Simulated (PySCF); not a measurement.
## Trend along the fourth-period p block: MCs molecules

PBE0 with double-zeta basis sets in PySCF, for the lowest determinant that a PBE0 search found; no spin–orbit coupling. De refers to high-spin ground-configuration atoms. A positive dipole means M(−)Cs(+).

| M | basis | state (unpaired electrons) | Re (Å) | ωe (cm⁻¹) | De (eV) | μ (D) |
| --- | --- | --- | --- | --- | --- | --- |
| Ga | def2-SVP | triplet (σ ↑, π ↑) | 3.672 | 80.5 | 0.61 | 7.47 |
| Ge | def2-SVP | quartet (σ ↑, π ↑↑) | 3.388 | 111 | 1.59 | 10.25 |
| As | def2-SVP | triplet (π ↑↑) | 3.444 | 115 | 1.18 | 9.24 |
| Se | def2-SVP | doublet (π ↑) | 3.256 | 138 | 2.49 | 10.56 |
| Br | def2-SVP | singlet (closed shell) | 3.128 | 154 | 3.96 | 10.81 |

The shortest bond is that of CsBr (3.128 Å), the longest that of CsGa (3.672 Å). CsBr is bound most strongly (3.96 eV) and CsGa least (0.61 eV).

The state changes along the series, so neighbouring rows are not always alike in their bonding.

Spin–orbit coupling is left out, which matters for elements this heavy, above all for dissociation energies. States were picked by a PBE0 search and need not be the measured ground states.
